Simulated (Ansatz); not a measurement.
System: CrH, charge 0, multiplicity 6. SMILES: [CrH]
Coordinates optimised at B3LYP-D3(BJ)/def2-TZVP (Ansatz, a quantum-chemistry and plane-wave program):
```
Cr
H 1 1.6625
```
Charge 0, spin multiplicity 6.

Wanted: vertical ionisation energy to the quintet, in eV. Set-up: 6-31G* and kin with 6d, 5d where marked; LANL2DZ with its own core potentials from Na on; spin-orbit terms left out; frozen cores in correlated levels (noble-gas shells and the d and f shells of earlier blocks); each state is the SCF solution reached for its charge and spin; open shells spin-unrestricted; non-relativistic. First-principles rows: single points at B3LYP-D3(BJ) geometries (Ansatz). A UHF reference is markedly spin-contaminated in at least one set, which strains HF and MP2. The spin state of an ion or metal species was assumed, not searched.

| level | program | vertical ionisation energy to the quintet (eV) |
|---|---|---|
| PBE/6-31G* | Ansatz | 7.22 |
| PBE/6-31G* with LANL2DZ past Ar | Ansatz | 7.90 |
| B3LYP/STO-3G | Ansatz | 3.17 |
| B3LYP/3-21G | Ansatz | 6.84 |
| B3LYP/6-31G* | Ansatz | 7.16 |
| B3LYP/6-31G* with LANL2DZ past Ar | Ansatz | 7.84 |
| MP2/6-31G* with LANL2DZ past Ar | Ansatz | 7.20 |
| PBE0/def2-TZVPD | Ansatz | 7.71 |
| wB97X-V/def2-TZVPD | Ansatz | 7.43 |

No value to compare with is used here. The 7 habitual levels span 3.17 (B3LYP/STO-3G) to 7.90 eV (PBE/6-31G* with LANL2DZ past Ar); wB97X-V/def2-TZVPD gives 7.43.

The levels are drawn from those run, B3LYP/6-31G* more often than the rest, none by its result; left out are runs that failed, that the program found above a lower state of the same kind, or whose <S^2> lies over 0.5 above the pure value.
